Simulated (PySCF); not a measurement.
# Correlation energy of Ne⁺ (neon, charge +1)

[He] 2s2 2p5, 2P determinant. All numbers are calculated (PySCF 2.14, scalar relativity by spin-free X2C-1e, in aug-cc-pCVTZ-DK with one added diffuse shell each of s, p, d, f type (8s7p5d3f, 75 functions)). Frozen: nothing; 9 electrons correlated.

| level | correlation energy (mhartree) |
| --- | --- |
| CCSD | -276.87 |
| (T) | -3.19 |
| CCSD(T) | -280.06 |

Diagnostics: T1 = 0.0035, D1 = 0.0063, largest double amplitude 0.022.

Q: Is a single reference adequate?

A: Yes: T1 lies below 0.03 and no double amplitude reaches 0.07.
